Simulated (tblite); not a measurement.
Record of a relaxation.

Compound: C₇H₁₃BN₂.
Atom-mapped SMILES: `[CH3:1][N:2]([CH3:3])[BH2-:4][n+:5]1[cH:6][cH:7][cH:8][cH:9][cH:10]1` (hydrogens: H11, H12, H13 on C1; H14, H15, H16 on C3; H17, H18 on B4; H19 on C6; H20 on C7; H21 on C8; H22 on C9; H23 on C10)
Bond orders are those of one Lewis drawing.

Computed with GFN2-xTB (tblite), gas phase: L-BFGS steps from a force-field or distance-geometry start until the largest atomic force falls under 0.01 eV/Å. 7 of its 192 geometries are shown.

Step 0: E = -780.1439 eV, largest atomic force 1.148 eV/Å
```
atom  x, y, z in Å  |  force x, y, z in eV/Å
C1      2.168   -1.015    0.507   -0.105   0.254   0.545
N2      1.571    0.322    0.587    0.739  -0.785  -0.137
C3      2.678    1.231    0.786   -0.130   0.873   0.734
B4      0.698    0.666   -0.609    0.543   0.364  -0.390
N5     -0.744    0.207   -0.350   -0.832  -0.602  -0.223
C6     -1.614    0.878    0.417   -0.219  -0.208   0.069
C7     -2.915    0.447    0.617   -0.365   0.408   0.472
C8     -3.366   -0.714    0.018   -0.503   0.013   0.144
C9     -2.470   -1.400   -0.779    0.106  -0.147  -0.177
C10    -1.181   -0.920   -0.946   -0.532   0.358   0.541
H11     3.178   -0.898    0.042   -0.588  -0.799   0.175
H12     1.571   -1.727   -0.084    0.122   0.262   0.428
H13     2.265   -1.344    1.572    0.148  -0.270  -0.816
H14     3.617    0.654    0.789   -0.033   0.764   0.000
H15     2.705    2.042    0.019    0.173  -0.567   0.623
H16     2.558    1.698    1.797    0.221  -0.063  -0.585
H17     1.122    0.135   -1.572   -0.134  -0.510  -0.599
H18     0.786    1.819   -0.776   -0.662   0.743   0.069
H19    -1.331    1.787    0.927    0.525  -0.096  -0.265
H20    -3.602    1.011    1.268    0.534  -0.211  -0.393
H21    -4.394   -1.051    0.176    0.460   0.039  -0.131
H22    -2.778   -2.306   -1.277    0.093  -0.039  -0.035
H23    -0.526   -1.493   -1.572    0.437   0.220  -0.050
```

Step 32: E = -780.7434 eV, largest atomic force 0.175 eV/Å
```
atom  x, y, z in Å  |  force x, y, z in eV/Å
C1      2.078   -1.007    0.522    0.048  -0.057   0.006
N2      1.645    0.353    0.346    0.091  -0.043   0.080
C3      2.602    1.284    0.890    0.038   0.043   0.004
B4      0.775    0.716   -0.815   -0.129  -0.095   0.071
N5     -0.709    0.139   -0.422    0.057   0.040  -0.029
C6     -1.480    0.809    0.425    0.002  -0.027  -0.034
C7     -2.794    0.447    0.661    0.022   0.020   0.045
C8     -3.308   -0.678    0.028    0.039  -0.056   0.103
C9     -2.453   -1.433   -0.757   -0.005  -0.018  -0.006
C10    -1.162   -0.980   -0.972   -0.025   0.021   0.020
H11     3.003   -1.232   -0.041   -0.063  -0.012  -0.035
H12     1.307   -1.707    0.195    0.009   0.081   0.028
H13     2.299   -1.208    1.581   -0.096   0.027  -0.040
H14     3.620    0.873    0.839   -0.017   0.042   0.006
H15     2.602    2.213    0.323   -0.108   0.023   0.070
H16     2.390    1.514    1.948    0.011  -0.036  -0.073
H17     1.014    0.185   -1.860    0.087  -0.111  -0.066
H18     0.607    1.888   -0.916    0.068   0.072   0.020
H19    -1.026    1.665    0.904   -0.023  -0.035  -0.090
H20    -3.412    1.028    1.325    0.001   0.076   0.008
H21    -4.338   -0.970    0.164    0.030  -0.001   0.027
H22    -2.791   -2.355   -1.199    0.008  -0.033  -0.107
H23    -0.473   -1.514   -1.611   -0.047   0.080  -0.008
```

Step 64: E = -780.8867 eV, largest atomic force 0.038 eV/Å
```
atom  x, y, z in Å  |  force x, y, z in eV/Å
C1      1.927   -1.025    0.606   -0.014   0.030   0.008
N2      1.521    0.333    0.360    0.014   0.020  -0.029
C3      2.384    1.296    0.986   -0.001   0.015   0.032
B4      0.871    0.642   -0.961   -0.025  -0.017   0.008
N5     -0.664    0.210   -0.661    0.012   0.007  -0.004
C6     -1.337    0.867    0.275   -0.007  -0.006  -0.016
C7     -2.572    0.450    0.727    0.004   0.000   0.005
C8     -3.125   -0.713    0.197    0.020  -0.020   0.023
C9     -2.410   -1.399   -0.769    0.011   0.002  -0.003
C10    -1.184   -0.897   -1.176    0.007   0.018   0.001
H11     2.774   -1.342   -0.024    0.031   0.003  -0.010
H12     1.092   -1.699    0.406   -0.009  -0.015  -0.022
H13     2.225   -1.147    1.652   -0.034  -0.008   0.011
H14     3.419    1.250    0.609    0.004   0.000  -0.006
H15     2.006    2.299    0.802    0.001  -0.013  -0.009
H16     2.418    1.130    2.071    0.008  -0.006   0.015
H17     1.225   -0.035   -1.881    0.013  -0.001  -0.014
H18     0.839    1.808   -1.198    0.005  -0.015  -0.010
H19    -0.850    1.749    0.663   -0.011  -0.016   0.006
H20    -3.095    1.018    1.480   -0.008   0.002  -0.003
H21    -4.084   -1.074    0.537   -0.003   0.013  -0.005
H22    -2.791   -2.308   -1.207   -0.010   0.004   0.006
H23    -0.595   -1.385   -1.939   -0.010   0.002   0.014
```

Step 96: E = -780.8985 eV, largest atomic force 0.033 eV/Å
```
atom  x, y, z in Å  |  force x, y, z in eV/Å
C1      1.907   -1.034    0.589    0.001   0.008  -0.010
N2      1.559    0.321    0.271    0.002   0.018   0.026
C3      2.343    1.288    0.985    0.016  -0.009   0.003
B4      0.889    0.644   -1.022    0.000   0.004  -0.020
N5     -0.659    0.234   -0.691    0.012  -0.002   0.025
C6     -1.313    0.886    0.265   -0.014   0.013   0.004
C7     -2.522    0.451    0.764   -0.016   0.001   0.011
C8     -3.083   -0.717    0.255   -0.005  -0.003   0.007
C9     -2.391   -1.399   -0.730    0.003   0.002   0.002
C10    -1.184   -0.887   -1.175    0.005   0.015  -0.019
H11     2.920   -1.305    0.247   -0.029   0.001   0.004
H12     1.196   -1.712    0.116    0.028  -0.017  -0.004
H13     1.867   -1.197    1.675    0.014   0.000  -0.013
H14     3.396    1.296    0.654   -0.012  -0.008   0.020
H15     1.936    2.283    0.822    0.005   0.007  -0.009
H16     2.339    1.077    2.062   -0.028  -0.012   0.004
H17     1.205   -0.040   -1.950    0.002  -0.006  -0.006
H18     0.882    1.809   -1.258   -0.026  -0.012  -0.005
H19    -0.836    1.781    0.633    0.022  -0.005  -0.012
H20    -3.025    1.012    1.536   -0.005   0.022  -0.011
H21    -4.035   -1.077    0.615    0.013  -0.007   0.022
H22    -2.780   -2.311   -1.154    0.006   0.002  -0.003
H23    -0.616   -1.374   -1.952    0.006  -0.011  -0.019
```

Step 127: E = -781.0198 eV, largest atomic force 0.087 eV/Å
```
atom  x, y, z in Å  |  force x, y, z in eV/Å
C1      1.967   -1.079    0.368    0.004   0.005  -0.076
N2      1.776    0.284   -0.040   -0.023   0.035   0.055
C3      1.922    1.194    1.058   -0.046  -0.028  -0.006
B4      0.958    0.642   -1.230   -0.047   0.005   0.020
N5     -0.594    0.304   -0.786    0.011  -0.046   0.046
C6     -1.164    0.992    0.205    0.028   0.019   0.012
C7     -2.273    0.540    0.894    0.027   0.018  -0.031
C8     -2.842   -0.675    0.534    0.053   0.004   0.001
C9     -2.268   -1.371   -0.520    0.003  -0.034   0.017
C10    -1.159   -0.847   -1.153   -0.006  -0.044   0.010
H11     2.981   -1.214    0.767   -0.054  -0.008   0.029
H12     1.849   -1.734   -0.490   -0.012  -0.043  -0.059
H13     1.256   -1.400    1.151   -0.004   0.029  -0.011
H14     2.868    1.005    1.579   -0.010   0.011   0.008
H15     1.927    2.220    0.692   -0.009  -0.044  -0.005
H16     1.110    1.090    1.805    0.028   0.003   0.009
H17     1.173   -0.064   -2.163    0.018   0.021   0.001
H18     0.994    1.808   -1.454   -0.044   0.000  -0.024
H19    -0.694    1.935    0.436   -0.040   0.047   0.022
H20    -2.697    1.131    1.691    0.035   0.016  -0.016
H21    -3.707   -1.067    1.048    0.021   0.046   0.006
H22    -2.680   -2.313   -0.845   -0.010  -0.006  -0.046
H23    -0.707   -1.353   -1.992    0.078  -0.004   0.039
```

Step 159: E = -781.1170 eV, largest atomic force 0.088 eV/Å
```
atom  x, y, z in Å  |  force x, y, z in eV/Å
C1      1.845   -1.159    0.125   -0.002  -0.006   0.025
N2      1.735    0.252   -0.097    0.030   0.009   0.060
C3      1.663    1.012    1.115    0.018   0.037  -0.017
B4      0.959    0.750   -1.289    0.026   0.010  -0.083
N5     -0.525    0.389   -0.828   -0.048  -0.033   0.011
C6     -1.157    1.169    0.057   -0.019   0.006   0.012
C7     -2.188    0.710    0.851   -0.020   0.019  -0.006
C8     -2.613   -0.605    0.722    0.066  -0.013   0.006
C9     -1.978   -1.404   -0.223    0.011  -0.007   0.013
C10    -0.946   -0.873   -0.967   -0.019  -0.013  -0.028
H11     2.627   -1.366    0.861    0.018   0.000   0.003
H12     2.106   -1.655   -0.808    0.000   0.031  -0.021
H13     0.909   -1.621    0.505    0.004   0.049  -0.029
H14     2.443    0.691    1.811   -0.065  -0.003   0.018
H15     1.811    2.069    0.891    0.001  -0.072  -0.021
H16     0.681    0.911    1.623    0.054  -0.019   0.052
H17     1.193    0.126   -2.271    0.029  -0.024  -0.025
H18     1.034    1.926   -1.413    0.002   0.052   0.017
H19    -0.830    2.195    0.103    0.044   0.022  -0.021
H20    -2.656    1.381    1.553   -0.028  -0.017   0.011
H21    -3.407   -0.994    1.337   -0.049  -0.012  -0.007
H22    -2.281   -2.428   -0.382   -0.011   0.016   0.016
H23    -0.429   -1.448   -1.720   -0.041  -0.031   0.014
```

Step 191: E = -781.1223 eV, largest atomic force 0.009 eV/Å
```
atom  x, y, z in Å  |  force x, y, z in eV/Å
C1      1.869   -1.152    0.102    0.005  -0.001   0.002
N2      1.738    0.260   -0.093    0.005   0.004   0.002
C3      1.664    0.998    1.131   -0.004   0.001  -0.003
B4      0.959    0.755   -1.286    0.003   0.001   0.003
N5     -0.529    0.376   -0.827    0.002  -0.003   0.007
C6     -1.165    1.170    0.043   -0.004  -0.002   0.000
C7     -2.204    0.726    0.835   -0.003  -0.001   0.002
C8     -2.625   -0.593    0.726   -0.007   0.000  -0.002
C9     -1.983   -1.407   -0.198    0.001  -0.001   0.003
C10    -0.949   -0.888   -0.950   -0.008  -0.004  -0.002
H11     2.647   -1.364    0.840    0.005  -0.006   0.005
H12     2.146   -1.620   -0.842    0.003  -0.002  -0.005
H13     0.933   -1.631    0.458   -0.001   0.006  -0.001
H14     2.452    0.678    1.818   -0.006  -0.002   0.000
H15     1.796    2.058    0.919   -0.005  -0.002  -0.004
H16     0.694    0.873    1.657    0.004  -0.003  -0.008
H17     1.207    0.138   -2.270   -0.001  -0.005   0.000
H18     1.018    1.935   -1.399    0.001   0.006  -0.003
H19    -0.826    2.194    0.075    0.005   0.000   0.004
H20    -2.684    1.405    1.521   -0.005   0.004   0.000
H21    -3.435   -0.970    1.329    0.004   0.003   0.002
H22    -2.288   -2.433   -0.338    0.006   0.005  -0.003
H23    -0.440   -1.480   -1.696    0.000   0.003  -0.001
```

Task: Summarise the path.

Result: The energy falls by 0.9784 eV from step 0 to step 191; nine tenths of that is first reached at step 130. It rises by more than 0.2 meV at steps 112 and 121. The largest force goes from 1.148 to 0.009 eV/Å. Among the bonds B4–N5 changes most, from 1.534 to 1.603 Å; the atoms move by 1.050 Å rms after alignment.

Task: Follow the three bonds and two angles with the largest change from start to end.

Result: 
| step | E above end (eV) | largest force (eV/Å) | B4–N5 (Å) | C1–N2 (Å) | C3–H15 (Å) | N2–B4–N5 (°) | N2–C1–H13 (°) |
| --- | --- | --- | --- | --- | --- | --- | --- |
| 0 | 0.9784 | 1.148 | 1.534 | 1.467 | 1.116 | 109.8 | 104.6 |
| 8 | 0.5118 | 0.265 | 1.616 | 1.452 | 1.093 | 108.5 | 111.7 |
| 17 | 0.4336 | 0.150 | 1.619 | 1.440 | 1.090 | 108.3 | 110.7 |
| 25 | 0.4045 | 0.144 | 1.634 | 1.435 | 1.088 | 106.8 | 110.4 |
| 33 | 0.3732 | 0.218 | 1.632 | 1.439 | 1.088 | 104.4 | 110.4 |
| 42 | 0.2966 | 0.193 | 1.624 | 1.436 | 1.089 | 102.7 | 110.4 |
| 50 | 0.2482 | 0.101 | 1.626 | 1.439 | 1.088 | 101.1 | 110.9 |
| 58 | 0.2387 | 0.057 | 1.623 | 1.438 | 1.087 | 101.5 | 110.2 |
| 66 | 0.2350 | 0.041 | 1.621 | 1.439 | 1.088 | 101.0 | 110.4 |
| 75 | 0.2300 | 0.104 | 1.628 | 1.438 | 1.089 | 100.7 | 109.7 |
| 83 | 0.2266 | 0.023 | 1.626 | 1.437 | 1.088 | 100.9 | 110.4 |
| 91 | 0.2254 | 0.035 | 1.629 | 1.436 | 1.088 | 101.0 | 110.4 |
| 100 | 0.2224 | 0.055 | 1.638 | 1.435 | 1.088 | 101.2 | 110.6 |
| 108 | 0.2035 | 0.200 | 1.628 | 1.432 | 1.089 | 103.5 | 111.1 |
| 116 | 0.1528 | 0.172 | 1.642 | 1.433 | 1.085 | 103.8 | 111.2 |
| 125 | 0.1085 | 0.111 | 1.646 | 1.436 | 1.090 | 105.1 | 112.7 |
| 133 | 0.0876 | 0.076 | 1.625 | 1.435 | 1.088 | 103.8 | 112.6 |
| 141 | 0.0734 | 0.088 | 1.607 | 1.436 | 1.089 | 103.0 | 113.2 |
| 149 | 0.0513 | 0.177 | 1.618 | 1.434 | 1.092 | 100.7 | 112.9 |
| 158 | 0.0069 | 0.097 | 1.597 | 1.433 | 1.092 | 100.1 | 113.5 |
| 166 | 0.0013 | 0.018 | 1.601 | 1.432 | 1.089 | 99.9 | 113.1 |
| 174 | 0.0008 | 0.017 | 1.603 | 1.431 | 1.089 | 100.0 | 113.0 |
| 183 | 0.0003 | 0.018 | 1.604 | 1.432 | 1.089 | 100.1 | 113.0 |
| 191 | 0.0000 | 0.009 | 1.603 | 1.431 | 1.089 | 100.1 | 113.1 |

What follows is the cost of the whole relaxation. Time: 2.9 s wall. Hardware: one thread of an Arm Neoverse N1, shared host with 64 logical CPUs at a one-minute load of 51.
